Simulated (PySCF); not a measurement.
Dipole moment and polarisability of tetraethyl orthocarbonate

Tetraethyl orthocarbonate, C9H20O4.
Geometry (PBE0-D3(BJ)/def2-SVP, Å), atoms numbered from 1 in this order:
```xyz
33
C9H20O4 angstrom
C      3.593    1.002    0.336
C      2.362    0.717   -0.488
O      1.412    0.083    0.348
C      0.134   -0.039   -0.160
O     -0.604   -0.761    0.754
C     -0.072   -2.016    1.138
C     -1.144   -2.770    1.886
O      0.234   -0.657   -1.390
C     -0.876   -0.613   -2.272
C     -2.028   -1.507   -1.860
O     -0.487    1.177   -0.335
C     -0.755    1.921    0.840
C     -1.089    3.334    0.433
H      4.000    0.071    0.758
H      4.371    1.468   -0.286
H      3.362    1.681    1.170
H      2.596    0.063   -1.344
H      1.932    1.650   -0.895
H      0.250   -2.569    0.239
H      0.820   -1.861    1.767
H     -0.754   -3.734    2.244
H     -1.488   -2.192    2.756
H     -2.013   -2.964    1.240
H     -1.214    0.428   -2.385
H     -0.466   -0.940   -3.240
H     -2.801   -1.500   -2.644
H     -2.481   -1.163   -0.921
H     -1.691   -2.546   -1.722
H     -1.589    1.454    1.389
H      0.129    1.895    1.501
H     -0.242    3.805   -0.088
H     -1.956    3.349   -0.244
H     -1.333    3.940    1.318
```

Level: B3LYP/def2-SVPD (PySCF), static field, nuclei fixed, core orbitals frozen in the response. The polarisability tensor in these axes (au):

```
x   131.68   5.56   2.41
y     5.56 133.70  -1.18
z     2.41  -1.18 124.42
```

Task: What are the eigenvalues, a third of the trace, and Δα (Δα² = ½Σ(αi − αj)² over the three pairs)?

Result: Principal values 122.79, 128.63 and 138.38 au; mean 129.93 au = 19.25 Å³ = 21.42 × 10⁻⁴⁰ C²·m²/J; Δα = 13.64 au (10 % of the mean).

Task: What is the dipole moment, and where does it point?

Result: (-0.02, 0.27, -0.07) D, 0.28 D in size, pointing from the negative to the positive side. Measured along this direction, the outermost atoms are H21 at the negative end and H31 at the positive end.

Task: In TDDFT the mean static polarisability is Σ f/ω² over all singlet excitations (ω in hartree). How much of it do the 10 lowest give? Their energies (eV) and oscillator strengths: 7.15, 0.0032; 7.25, 0.0008; 7.37, 0.0002; 7.45, 0.0001; 7.56, 0.0134; 7.68, 0.0027; 7.69, 0.0059; 7.72, 0.0013; 7.83, 0.0085; 7.84, 0.0130.

Result: They add up to 0.62 au, 0.5 % of the 129.93 au; the largest single term is 0.17 au, from the state at 7.56 eV. Terms in order: 0.05, 0.01, 0.00, 0.00, 0.17, 0.03, 0.07, 0.02, 0.10, 0.16 au. Higher excitations give the rest. The strengths listed sum to 0.049.

Task: What would n − 1 = 2πNα be for an ideal gas of these molecules at 350 K and 1 atm, electronic part alone?

Result: N = p/kT = 2.0968 × 10¹⁹ cm⁻³, so n − 1 = 2π × N × 19.25 × 10⁻²⁴ cm³ = 2537 × 10⁻⁶ at long wavelengths.

Task: Find the Langevin capture rate constant for O2+ (31.990 u) meeting this molecule (192.136 u), k = 2.342 × 10⁻⁹ cm³/s × √(α in Å³ / reduced mass in u).

Result: The reduced mass is 27.42 u, so k = 1.96 × 10⁻⁹ cm³/s.

Task: Give the principal axes and the span of the nuclei along them.

Result: Largest value along (0.65, 0.76, 0.05), where the nuclei span 7.43 Å; middle along (0.63, -0.57, 0.52), 6.17 Å; least along (-0.42, 0.31, 0.85), 5.75 Å. The response follows the extents in order.

Geometry: PBE0-D3(BJ)/def2-SVP, one conformer, isolated molecule.
